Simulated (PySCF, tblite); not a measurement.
Calculations on `[SiH](C=C)SC` [radical], in the order of a workflow; each names the level of the geometry that it ran on. Settings lines and outputs come from a driver script.

C₃H₇SSi (doublet state).
Bonds: C1–C2 (double), C2–Si3, Si3–S4, S4–C5. Hydrogens: H6, H7 on C1; H8 on C2; H9 on Si3; H10, H11, H12 on C5.

Step 1: GFN2-xTB geometry optimisation, gas phase (tblite 0.8.0) (from a force-field or distance-geometry start)
```json
{"job": {"kind": "relax", "xc": "GFN2-xTB", "basis": "xTB"}, "charge": 0, "multiplicity": 2}
```
```
step      E/eV     max force
  0    -404.65930    1.767
  1    -404.75050    0.813
  2    -404.79963    0.499
...
128    -405.03102    0.015
129    -405.03118    0.018
130    -405.03131    0.020
131    -405.03138    0.015
132    -405.03140    0.009
```

Energy lowered by 8.6 kcal/mol over 132 steps; largest atomic force 0.009 eV/Å at the end. «max force» is the largest atomic force in eV/Å.

Time: 0.76 s wall. Hardware: Arm Neoverse V1, one thread, shared host with 32 logical CPUs at a one-minute load of 20.

Step 2: GFN2-xTB harmonic vibrations, gas phase (tblite 0.8.0) (on the GFN2-xTB geometry)
```json
{"job": {"kind": "ir", "xc": "GFN2-xTB", "basis": "xTB"}, "charge": 0, "multiplicity": 2}
```
```
(table of modes left out)
```

30 modes from 38 to 3113 cm⁻¹ (unscaled, harmonic); zero-point energy 54.6 kcal/mol; all wavenumbers are real at this level.

On one thread of an Arm Neoverse V1 (shared host), this took 0.32 s.

Step 3: UKS B3LYP, pcH-1 on C H S Si, non-relativistic, mean-field spin-orbit, GIAO (PySCF 2.14.0) (on the GFN2-xTB geometry)
```json
{"job": {"kind": "epr", "basis": "pcH-1"}, "charge": 0, "multiplicity": 2}
```
```
...
E = -806.20405448 Eh   <S^2> = 0.7573 (exact 0.7500)
g shifts (ppm)      1          2          3
  rmc          -151       -151       -151
  gc             17         53         42
  oz_so        -397       1484       7412
  total        -530       1386       7303
hyperfine (MHz)  atom isotope    a_iso     a_fc   dipolar eigenvalues
    0   13C      17.06      17.10    -16.26    -15.19     31.45
    1   13C       3.64       3.63    -13.90      3.97      9.93
    2  29Si    -430.88    -431.53   -146.05     71.54     74.51
    3   33S       4.17       4.17    -15.13    -13.25     28.38
    4   13C      14.60      14.59     -1.06     -0.38      1.44
    5    1H     -10.68     -10.68     -4.85     -1.55      6.40
    6    1H     -10.76     -10.76     -8.14     -0.80      8.94
    7    1H       4.75       4.75     -3.17     -0.98      4.15
    8    1H      82.50      82.46     -7.79      0.82      6.96
    9    1H      -1.12      -1.13     -1.68     -0.94      2.62
   10    1H       4.06       4.06     -2.80     -1.35      4.14
   11    1H       2.58       2.56     -2.29     -1.07      3.36
```

⟨S²⟩ 0.757; g_iso 2.0050. rmc, gc and oz_so are the mass-correction, gauge-correction and orbital-Zeeman/spin–orbit parts of the g shift along its three principal axes; a_iso is the isotropic hyperfine coupling and a_fc its Fermi-contact part. The log counts atoms from 0, this text from 1.

On one thread of an Arm Neoverse V1, on a shared host, this took 42 s of wall time (grids of density and orbitals included) and 0.70 GiB of memory at its peak.

Geometry of the electronic-property runs (GFN2-xTB):
```
atom  x, y, z in Å
C1     2.961   -0.040    0.066
C2     1.738   -0.480   -0.230
Si3    0.177    0.354    0.301
S4    -1.458   -1.047    0.334
C5    -2.844    0.125    0.472
H6     3.117    0.818    0.698
H7     3.850   -0.526   -0.300
H8     1.638   -1.339   -0.882
H9     0.177    1.118    1.543
H10   -3.741   -0.466    0.621
H11   -2.925    0.701   -0.444
H12   -2.689    0.781    1.323
```

 (This holds for the electronic-property runs.)

One conformer stands for the species.
